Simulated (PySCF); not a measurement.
## How methods differ on the ionisation energy of Rh²⁹⁺

Rh²⁹⁺ [Ne] 3s2 3p4 [3p1/2^2 3p3/2^2, M_J = 2] → Rh³⁰⁺ [Ne] 3s2 3p3 [3p1/2^2 3p3/2^1, M_J = 3/2], as a difference of total energies. Computed with PySCF 2.14 in an uncontracted even-tempered set (19 s from 4.6 bohr⁻², ratio 2.4; 14 p from 6 bohr⁻², ratio 2.4; 5 d from 24 bohr⁻², ratio 2.6; 4 f from 36 bohr⁻², ratio 2.6), with the two-component X2C-1e Hamiltonian. Correlated levels: 1s2 frozen; the 56 highest virtual spinors dropped. "Screened" scales the spin-orbit matrix elements by Boettger's factors to mimic the two-electron term; Breit and QED terms are absent.

| method | ionisation energy (eV) |
| --- | --- |
| GHF (spin-free) | 1680.4 |
| GMP2 (spin-free) | 1681.5 |
| GHF (screened spin-orbit) | 1680.1 |
| GMP2 (screened spin-orbit) | 1680.4 |

Breit and QED terms and the two-electron picture change are absent.

The spin-free rows relax to the high-spin LS determinant and lack the spin-orbit shift.

The labels give the starting determinants; with spin-orbit coupling the two ends relaxed to ⟨J²⟩ = 6.00, ⟨L²⟩ = 2.95, ⟨S²⟩ = 1.53 and ⟨J²⟩ = 3.75, ⟨L²⟩ = 1.79, ⟨S²⟩ = 1.95.

For comparison: 1677.6 ± 2.2 eV (semi-empirical (NIST evaluation); NIST Atomic Spectra Database, ionization energies).
